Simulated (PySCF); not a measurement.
Species: C3H8OSSi.
Numbering: `[CH2:1]=[CH:2][O:3][SiH2:4][S:5][CH3:6]` (hydrogens: H7, H8 on C1; H9 on C2; H10, H11 on Si4; H12, H13, H14 on C6)

All values: PBE0/pcSseg-1 and CAM-B3LYP/def2-SVPD (PySCF, non-relativistic), on one gas-phase PBE0-D3(BJ)/def2-SVP geometry that isn't relaxed in the solvent. The solvent is an IEF-PCM continuum (cavity from Bondi-type radii × 1.2). Only the electrostatic response of the medium enters.

Gas phase at PBE0/pcSseg-1: HOMO -6.98 eV, LUMO -0.16 eV, dipole 2.01 D.

Question: What does the continuum do to the energy, the frontier levels and the dipole at PBE0/pcSseg-1 in chloroform and methanol?

Answer: 
```csv
solvent,ε,E(solvent) − E(gas) (kJ/mol),polarisation term (kJ/mol),distortion of the solute (kJ/mol),HOMO (eV),LUMO (eV),dipole (D)
chloroform,4.711,-13.37,-14.96,1.59,-7.00,-0.05,2.56
methanol,32.61,-18.82,-22.10,3.28,-7.03,-0.03,2.82
```

Polarisation term: ½ Σ q·V over the induced surface charges. Distortion: the rise of the solute's own energy as its density leaves the gas-phase optimum. From chloroform to methanol the lowering changes by a factor 1.41, Onsager's factor (ε − 1)/(2ε + 1) by 1.34 and ε itself by 6.9.

Question: Which radius a makes the point-dipole formula ΔE = −[(ε − 1)/(2ε + 1)]·μ²/a³ give the value in methanol, with the gas-phase dipole?

Answer: μ = 0.792 au and |ΔE| = 0.00717 Eh give a = 1.84 Å; the farthest nucleus lies 4.16 Å from the centroid of the nuclei, so such a sphere wouldn't even hold the nuclei. The formula assumes a rigid point dipole at the centre of a sphere.

Question: Which Hirshfeld charges (PBE0/pcSseg-1) respond most in chloroform (means over atoms taken as equivalent)?

Answer: 
| atoms | environment | gas (e) | solvent (e) | change |
| --- | --- | --- | --- | --- |
| S5 | sulfur bonded to C and Si | -0.085 | -0.110 | -0.025 |
| O3 | silyl ether oxygen | -0.199 | -0.206 | -0.007 |
| H12/H13/H14 | methyl hydrogen | +0.050 | +0.056 | +0.006 |
| C2 | vinylic carbon bearing oxygen | +0.035 | +0.031 | -0.004 |
| C6 | S-methyl carbon | -0.111 | -0.107 | +0.004 |
| H9 | vinylic hydrogen | +0.057 | +0.061 | +0.004 |
| H10/H11 | Si–H hydrogen | -0.078 | -0.075 | +0.003 |
| H7 | vinylic hydrogen | +0.041 | +0.045 | +0.004 |
| H8 | vinylic hydrogen | +0.049 | +0.052 | +0.003 |
| C1 | terminal =CH2 carbon | -0.147 | -0.150 | -0.003 |
| Si4 | oxygen-bound silicon | +0.368 | +0.368 | 0.000 |

Question: Which Mayer bond orders change most in chloroform?

Answer: 
```tsv
bond	length (Å)	gas	solvent	change
S5–C6	1.825	0.996	0.984	-0.012
Si4–S5	2.127	0.979	0.970	-0.009
O3–Si4	1.676	0.885	0.878	-0.007
Si4–H10	1.494	0.889	0.896	+0.007
C2–O3	1.348	0.999	0.993	-0.006
Si4–H11	1.494	0.890	0.896	+0.006
C6–H12	1.098	0.957	0.953	-0.004
C2–H9	1.095	0.966	0.963	-0.003
```

Gas phase at CAM-B3LYP/def2-SVPD: HOMO -8.29 eV, LUMO 0.66 eV, dipole 1.88 D.

Question: What does the continuum do to the energy, the frontier levels and the dipole at CAM-B3LYP/def2-SVPD in chloroform?

Answer: 
```csv
solvent,ε,E(solvent) − E(gas) (kJ/mol),polarisation term (kJ/mol),distortion of the solute (kJ/mol),HOMO (eV),LUMO (eV),dipole (D)
chloroform,4.711,-12.06,-13.71,1.65,-8.31,0.77,2.47
```

Question: How does the static polarisability (CAM-B3LYP/def2-SVPD, frozen core, with the continuum's full static response) change?

Answer: 
```json
{"medium": "gas", "isotropic (au)": "88.6", "principal values (au)": "68.4, 83.5, 114.0", "⟨r²⟩ of the electrons (bohr²)": "1256.8"}
{"medium": "chloroform", "isotropic (au)": "109.4", "principal values (au)": "87.1, 105.9, 135.3", "⟨r²⟩ of the electrons (bohr²)": "1255.6"}
```

The isotropic value in chloroform is 1.23 times the gas-phase one; no cavity-field correction is applied. ⟨r²⟩ is taken about the centre of nuclear charge.

Conformer computed: `[CH2:1]=[CH:2][O:3][SiH2:4][S:5][CH3:6]`: C1–C2–O3–Si4 -1°, C2–O3–Si4–S5 180°, O3–Si4–S5–C6 -179°.
